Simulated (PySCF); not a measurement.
# Radial density of Sr⁺ (strontium, charge +1)

UHF, [Kr] 5s1, 2S determinant. Calculation: PySCF 2.14, in aug-cc-pVDZ-X2C; scalar relativity by spin-free X2C-1e.

```
r (bohr)  4πr²ρ (e/bohr)  4πr²(ρα − ρβ)
  0.0286           47.60         0.0019
  0.0481           40.36        -0.0009
  0.0809           46.61         0.0024
   0.136           56.43         0.0061
   0.229           34.25         0.0008
   0.385           41.58         0.0152
   0.648           20.39         0.0042
    1.09           7.559         0.0440
    1.83           3.981         0.0051
    3.08          0.5725         0.2970
    5.19          0.1762         0.1748
    8.72        0.004399         0.0044
    14.7       1.348e-05         0.0000
```

Densities and radii are taken from the X2C orbitals without a picture-change correction, which distorts them close to the nucleus.
